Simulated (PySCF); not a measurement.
## Two-component Hartree-Fock for Er⁴⁹⁺ (erbium, charge +49)

Start: [Ar] 3d1; 3d5/2 filled at m_j = +5/2. Calculated with PySCF 2.14 in an even-tempered Gaussian basis (15 s from 13 bohr⁻², ratio 2.8; 12 p from 16 bohr⁻², ratio 2.8; 8 d from 16 bohr⁻², ratio 2.8; 3 f from 50 bohr⁻², ratio 3): generalised Hartree-Fock with the X2C-1e Hamiltonian and a Gaussian nucleus; one run each with spin-orbit coupling (SO) screened by Boettger's factors, then bare. This is a chosen level, not necessarily the ground level.

```tsv
spinor shell	electrons	ε, screened SO (eV)	ε, bare SO (eV)	weight of nominal j (bare SO)	rms radius, bare SO (bohr)
1s1/2	2	-60989.1	-60988.4	1.000	0.0231
2s1/2	2	-12958.4	-12958.3	1.000	0.0925
2p1/2	2	-12495.8	-12519.1	1.000	0.0787
2p3/2	4	-11562.8	-11555.0	1.000	0.0855
3s1/2	2	-4943.5	-4943.5	1.000	0.228
3p1/2	2	-4754.6	-4760.4	1.000	0.216
3p3/2	4	-4524.8	-4522.8	1.000	0.229
3d5/2	1	-4246.0	-4242.5	1.000	0.198
```

```
   quantity   screened SO       bare SO
E (hartree)  -10864.40594  -10864.97392
        M_J           5/2           5/2
       ⟨J²⟩         8.751         8.751
       ⟨L²⟩         6.039         6.041
       ⟨S²⟩         0.788         0.791
```

Each row is a mean over spinors that exchange with the open shell spreads, by up to 25.020 eV (3p3/2).

Breit and QED terms are absent; they matter most for the inner s and p1/2 levels.

Densities and radii are taken from the X2C orbitals without a picture-change correction, which distorts them close to the nucleus.
